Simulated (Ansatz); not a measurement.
# Ligand exchange: Sn(CH3)Br + CuF → Sn(CH3)F + CuBr

Gas-phase species: Sn(CH3)Br, singlet; CuF (fluorocopper), singlet; Sn(CH3)F, singlet; CuBr (copper(i) bromide), singlet. The partners trade Br for F: Sn–Br and Cu–F bonds give way to Sn–F and Cu–Br.

Shapes, held fixed at every level: PBE0-D4/def2-TZVP. Programs: Ansatz 0.2.0. The zero-point and thermal change to 298 K, harmonic and unscaled (PBE0-D4/def2-TZVP), is -0.2 kJ/mol.

```json
{"level": "HF/def2-TZVPP", "kind": "Hartree–Fock", "ΔH(298 K) (kJ/mol)": "-89.2"}
{"level": "SPW92/def2-TZVPP", "kind": "LDA", "ΔH(298 K) (kJ/mol)": "-73.6"}
{"level": "PBE-D4/def2-TZVPP", "kind": "GGA", "ΔH(298 K) (kJ/mol)": "-67.4"}
{"level": "B3LYP-D4/def2-TZVPP", "kind": "global hybrid", "ΔH(298 K) (kJ/mol)": "-71.9"}
{"level": "BHLYP-D4/def2-TZVPP", "kind": "global hybrid", "ΔH(298 K) (kJ/mol)": "-78.7"}
{"level": "PBE0-D4/def2-TZVPP", "kind": "global hybrid", "ΔH(298 K) (kJ/mol)": "-75.2"}
{"level": "wB97X-V/def2-TZVPP", "kind": "range-separated hybrid", "ΔH(298 K) (kJ/mol)": "-77.1"}
{"level": "wB97M-V/def2-TZVPP", "kind": "range-separated hybrid", "ΔH(298 K) (kJ/mol)": "-77.6"}
```

wB97M-V/def2-TZVPP gives ΔH(298 K) = -77.6 kJ/mol; the levels span -89.2 to -67.4. The median of the levels is -76.1. No measured value is set beside it here. For atoms past krypton def2 sets carry core potentials with scalar relativity. Relativity is left out for Br, Cu.
